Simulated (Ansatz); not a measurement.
`[CH3][SbH][CH3]`, relaxed with RKS PBE0-D4/def2-TZVP in the Gaussian-basis code of Ansatz from a PBE-D4/def2-SVP geometry. The force threshold is 0.005 eV/Å; the program also tests the step.

The species carries charge 0 and has multiplicity 1. Sb takes the def2 core potential.

Start:

```xyz
10

C     0.543    0.409   -1.479
Sb   -0.174   -1.300   -0.296
C    -0.842   -0.059    1.392
H    -0.330    0.934   -1.912
H     1.186    0.045   -2.304
H     1.117    1.107   -0.842
H     1.391   -1.579    0.415
H    -1.791    0.440    1.114
H    -1.021   -0.701    2.275
H    -0.079    0.704    1.636
```

Question: By how much does the energy fall, and how many steps does the optimiser take? (An estimate is asked.)

Answer: Computed: 0.05 eV, in 6 steps.

Question: Which bonds change most? (Estimate.)

Answer: The calculation gave: C1–Sb2 from 2.199 to 2.159 Å; Sb2–C3 from 2.199 to 2.159 Å; Sb2–H7 from 1.741 to 1.715 Å; C1–H5 from 1.107 to 1.090 Å.

Question: Give the relaxed structure. (Estimate.)

Answer: Ansatz gave: 
```xyz
10

C     0.536    0.403   -1.462
Sb   -0.155   -1.267   -0.281
C    -0.833   -0.059    1.375
H    -0.330    0.922   -1.876
H     1.152    0.039   -2.285
H     1.116    1.092   -0.850
H     1.385   -1.560    0.414
H    -1.760    0.439    1.090
H    -1.029   -0.697    2.237
H    -0.083    0.687    1.637
```
